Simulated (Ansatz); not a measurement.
Ansatz (a quantum-chemistry and plane-wave program) input (B3LYP/6-31G* with LANL2DZ past Ar): The .json file joins the Basis Set Exchange's 6-31G* for atoms up to Ar and LANL2DZ past it.

Ansatz 0.2 input:
```yaml
crystal:
  periodic: [false, false, false]
  atoms:
    - {symbol: Zr, position_ang: [-0.18895279, 0.13098931, -0.19774788]}
    - {symbol: O, position_ang: [1.57319768, -0.10048021, -0.40712433]}
    - {symbol: O, position_ang: [-0.62843372, -0.55446637, 1.39586372]}
basis:
  gaussian:
    orbitals: 6-31Gs+LANL2DZ.json
hamiltonian:
  xc: {name: B3LYP}
phonons: {temperatures: {t_min: 298.15, t_max: 298.15, t_step: 100}}
```

Output:

```
Functional definition: B3LYP
integrals: 0.01 GiB planned
593 factors; integrals over basis functions are off by at most 2.8e-4 eV
mean field: 0.14 GiB planned
mean field evaluation 1: about -5340.9713 eV, gradient 1.0e2 eV
mean field evaluation 2: about -4983.3607 eV, gradient 3.1e2 eV
mean field evaluation 4: about -5361.8488 eV, gradient 1.1e1 eV
mean field evaluation 8: about -5362.1428 eV, gradient 8.1e-2 eV
mean field evaluation 16: about -5362.1428 eV, gradient 2.2e-5 eV
mean field -5362.14280692 eV, -197.0551135634 hartree, gradient 2.2e-5 eV, S^2 0.000000; 0 other end points of the search recorded, 0 dependent functions left out
the calculation of the forces begins
reference -5362.14306502 eV, -197.0551230484 hartree; 14, 14 occupied and 38, 38 virtual orbitals, 593 factors
these checks for a lower state are left out or cut short: stability, starts, cluster_reference, orbital_swaps, neighbouring_geometries, increment
integrals: 0.01 GiB planned
593 factors; integrals over basis functions are off by at most 2.8e-4 eV
mean field: 0.14 GiB planned
mean field -5362.14271176 eV, -197.0551100662 hartree, gradient 1.9e-6 eV, S^2 0.000000; 0 other end points of the search recorded, 0 dependent functions left out
the calculation of the forces begins
reference -5362.14296984 eV, -197.0551195507 hartree; 14, 14 occupied and 38, 38 virtual orbitals, 593 factors
these checks for a lower state are left out or cut short: stability, starts, cluster_reference, orbital_swaps, neighbouring_geometries, increment
integrals: 0.01 GiB planned
593 factors; integrals over basis functions are off by at most 2.8e-4 eV
mean field: 0.14 GiB planned
mean field -5362.14271316 eV, -197.0551101179 hartree, gradient 1.6e-6 eV, S^2 0.000000; 0 other end points of the search recorded, 0 dependent functions left out
the calculation of the forces begins
reference -5362.14297128 eV, -197.0551196034 hartree; 14, 14 occupied and 38, 38 virtual orbitals, 593 factors
these checks for a lower state are left out or cut short: stability, starts, cluster_reference, orbital_swaps, neighbouring_geometries, increment
integrals: 0.01 GiB planned
593 factors; integrals over basis functions are off by at most 2.8e-4 eV
mean field: 0.14 GiB planned
mean field evaluation 32: about -5362.1471 eV, gradient 8.2e-2 eV
mean field -5362.14279973 eV, -197.0551132993 hartree, gradient 9.5e-7 eV, S^2 0.000000; 0 other end points of the search recorded, 0 dependent functions left out
the calculation of the forces begins
reference -5362.14305786 eV, -197.0551227852 hartree; 14, 14 occupied and 38, 38 virtual orbitals, 593 factors
these checks for a lower state are left out or cut short: stability, starts, cluster_reference, orbital_swaps, neighbouring_geometries, increment
integrals: 0.01 GiB planned
593 factors; integrals over basis functions are off by at most 2.8e-4 eV
mean field: 0.14 GiB planned
mean field -5362.14279958 eV, -197.0551132935 hartree, gradient 2.3e-6 eV, S^2 0.000000; 0 other end points of the search recorded, 0 dependent functions left out
the calculation of the forces begins
reference -5362.14305766 eV, -197.0551227778 hartree; 14, 14 occupied and 38, 38 virtual orbitals, 593 factors
these checks for a lower state are left out or cut short: stability, starts, cluster_reference, orbital_swaps, neighbouring_geometries, increment
integrals: 0.01 GiB planned
593 factors; integrals over basis functions are off by at most 2.8e-4 eV
mean field: 0.14 GiB planned
mean field -5362.14274216 eV, -197.0551111837 hartree, gradient 2.4e-6 eV, S^2 0.000000; 0 other end points of the search recorded, 0 dependent functions left out
the calculation of the forces begins
reference -5362.14300030 eV, -197.0551206699 hartree; 14, 14 occupied and 38, 38 virtual orbitals, 593 factors
these checks for a lower state are left out or cut short: stability, starts, cluster_reference, orbital_swaps, neighbouring_geometries, increment
integrals: 0.01 GiB planned
593 factors; integrals over basis functions are off by at most 2.8e-4 eV
mean field: 0.14 GiB planned
mean field -5362.14274087 eV, -197.0551111361 hartree, gradient 1.1e-6 eV, S^2 0.000000; 0 other end points of the search recorded, 0 dependent functions left out
the calculation of the forces begins
reference -5362.14299894 eV, -197.0551206200 hartree; 14, 14 occupied and 38, 38 virtual orbitals, 593 factors
Total energy: -5362.14306502 eV, -197.0551230484 hartree
Atom 0 at    -0.188953     0.130989    -0.197748 Å, force    -0.000211     0.000146    -0.000221 eV/Å
Atom 1 at     1.573198    -0.100480    -0.407124 Å, force     0.000302    -0.000033    -0.000050 eV/Å
Atom 2 at    -0.628434    -0.554466     1.395864 Å, force    -0.000091    -0.000114     0.000271 eV/Å
Dipole moment:    -0.973840     0.675103    -1.019168 e Å
Vibrations: 302.85 891.63 941.02 cm⁻¹, zero-point energy 0.132384 eV
```

The blocks after the first are displaced geometries, from whose forces the wavenumbers follow.
